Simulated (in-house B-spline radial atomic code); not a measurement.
Zr²⁸⁺. Computed with a B-spline radial atomic code. Model: all-electron spherical atom, spin shells full or empty, radial basis limit, no spin-orbit coupling: exact exchange with a local potential (Slater, KLI or optimised effective potential, whose far tail is KLI's), no correlation.

The run also made RPA and GW results, which its time includes.

The Slater potential averages the orbital exchange potentials with the orbital densities as weights, KLI adds orbital constants, and the optimised effective potential minimises the exact-exchange energy among local potentials. So their energies lie above Hartree-Fock in the order OEP, KLI, Slater. All fall off as −1/r, unlike LDA and GGA exchange.

Command:
```bash
python run_gw.py task.json out
```
Settings (lengths in bohr, energies in hartree):
```
Z                      40
electrons              12
configuration          [Ne] 3s2
hamiltonian            nr
method                 slater
lmax                   9
spin_polarised         False
box_radius             3.2
intervals              64
ion_configuration      [Ne] 3s1
```

Cost of the run: 5 s on 1 thread of Arm Neoverse N1, with other jobs on the host.

Given: hamiltonian non-relativistic; mean-field start Slater potential.

Computed: energy above Hartree-Fock 77.987 millihartree; virial ratio -E/T less 1 -0.007547.

```tsv
radius (bohr)	r times exchange potential (hartree bohr)
0.00125	-0.051889
0.0015	-0.062222
0.00179	-0.074179
0.00215	-0.088973
0.00257	-0.10615
0.00308	-0.12687
0.00369	-0.15142
0.00442	-0.18042
0.0053	-0.21478
0.00634	-0.25442
0.0076	-0.30093
0.0091	-0.3539
0.0109	-0.41388
0.0131	-0.48166
0.0156	?
0.0187	-0.62675
0.0224	-0.70208
0.0269	-0.77375
0.0322	-0.8332
0.0386	-0.87436
0.0462	?
0.0553	-0.89131
0.0663	-0.90946
0.0794	-0.97941
0.0951	-1.096
0.114	-1.2272
0.136	-1.3367
0.163	-1.4064
0.196	-1.4146
0.234	-1.33
0.281	-1.1186
0.336	-0.95717
0.403	-0.94335
0.483	-0.97273
0.578	-0.9919
0.692	-0.99864
0.829	-0.99996
```

**Question.** What belongs in the row 0.0156?

**Answer.** r times exchange potential (hartree bohr): -0.55124.

**Question.** What belongs in the row 0.0462?

**Answer.** r times exchange potential (hartree bohr): -0.89091.

| occupied | level (hartree) | Hartree-Fock level (hartree) |
| --- | --- | --- |
| 1s | -700.36 | -703.07 |
| 2s | -140.27 | -140.77 |
| 2p | ? | ? |
| 3s | -55.285 | -54.781 |

**Question.** What belongs in the row 2p?

**Answer.** level (hartree): -133.82; Hartree-Fock level (hartree): -133.32.

| empty | level (hartree) |
| --- | --- |
| 3p | -53.133 |
| 3d | -50.09 |
| 4s | -29.668 |
| 4p | -28.772 |
| 4d | ? |
| 4f | -26.558 |

**Question.** What belongs in the row 4d?

**Answer.** level (hartree): -27.548.

The highest level, 3s, differs from Hartree-Fock by -14 eV and the deepest, 1s, by +73.5 eV: the Slater potential lacks the response part and is deeper than the optimised one throughout, so the top level comes too deep.
